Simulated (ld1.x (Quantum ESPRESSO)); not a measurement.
# Rb: one change to a TM potential, before and after

ld1.x (Quantum ESPRESSO) 7.5 input, shortened:

```
&input
   title='Rb', zed=37., rel=1, dft='PZ', iswitch=3,
   config='[Kr] 4d-2 5s1 5p0'
 /
 &inputp
   pseudotype=2, tm=.true., lloc=-2, rcloc=3.05,
   nlcc=.true., new_core_ps=.true., rcore=3.85
 /
3
5S  1  0   1.00   0.00  4.20  4.20  0.0
5P  2  1   0.00   0.00  3.90  3.90  0.0
4D  3  2  -2.00   0.40  3.85  3.85  0.0
 &test
   configts(1)='5s1 5p0'
 /
```

Change: local potential the s channel.

Cutoffs: the cutoffs (Ry, on a coarse ladder) from which the occupation-weighted sum of valence levels, in a spherical-Bessel basis at the reference potential, stays within 10 and 1 mRy of its value at 400 Ry; they do not see the model core or the augmentation charge, which bear on the density cutoff. Errors are all-electron minus pseudo energies relative to the spin-unpolarised reference configuration.

What does the change do?

Both files are so soft that the ladder of cutoffs tells neither apart; of the 4 tests that both files solve, the error grows in 3 and shrinks in 0 by more than 15 % and 0.3 meV (median size 2.0 → 2.5 meV); neither file shows a bound ghost.

```csv
quantity,base,changed
"cutoff, loose",6 Ry,6 Ry
"cutoff, tight",6 Ry,6 Ry
bound ghosts,none,none
"error for 5s0.5 5p0, meV [ΔE 1.66 eV]",-1.8,-2.4
"error for 5s0 5p1, meV [ΔE 1.62 eV]",-5.8,-6.9
"error for 5s1 5p0 (spin-polarised), meV [ΔE -0.13 eV]",+0.5,+0.5
"error for 5s0.5 5p0 (spin-polarised), meV [ΔE 1.62 eV]",-2.2,-2.6
s: phases at 4.57 bohr within 0.05 rad from the reference energy up to (Ry; the scan ends near 5),0.3,0.8
p: phases at 4.57 bohr within 0.05 rad from the reference energy up to (Ry; the scan ends near 5),0.1,0.9
d: phases at 4.57 bohr within 0.05 rad from the reference energy up to (Ry; the scan ends near 5),0.6,0.8
```
